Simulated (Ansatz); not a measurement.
Calculated with Ansatz (gas phase, PBE0-D4/def2-TZVP geometries, no zero-point term in ΔE). CCSD(T)/CBS is the MP2 limit (def2-TZVPP, def2-QZVPP) plus CCSD(T) − MP2 in def2-TZVPP, frozen cores. This one scheme is used for every species. DFT in def2-TZVPP. For Ga outer-core shells are correlated without core-valence functions, which leaves a few kJ/mol of doubt a bond. Scalar relativity is left out up to krypton. One conformer a species, not always the lowest.

Consider the ligand exchange at a Ga–N bond: `C[N](C)[Ga]([F])[SH]` + H–F → `[F][Ga]([F])[SH]` + `CNC`.

```csv
level,ΔE (kcal/mol)
ωB97M-V,-9.8
HF/def2-TZVPP,-15.2
MP2/def2-QZVPP,-5.6
MP2/CBS(def2),-4.9
```

(1) What does CCSD(T)/CBS give? (Best estimate.)

Largest T1 diagnostic among the species: 0.014.

Results:

(1) The calculation gave: -6.1 kcal/mol. The listed levels differ from it by -3.7, -9.1, 0.5, 1.2 kcal/mol.

In def2-TZVPP, CCSD(T) changes the Hartree–Fock value by +7.7 kcal/mol (the triples alone add +0.9 kcal/mol) and MP2 by +8.9 kcal/mol. The D4 term adds +3.5 kcal/mol with B3LYP and +2.0 kcal/mol with PBE0; it sums over pairs of atoms, weighted by their polarisabilities, and B3LYP, whose exchange is more repulsive, gets the larger term.

B3LYP here is the variant with VWN-RPA as its local correlation; programs differ in this.
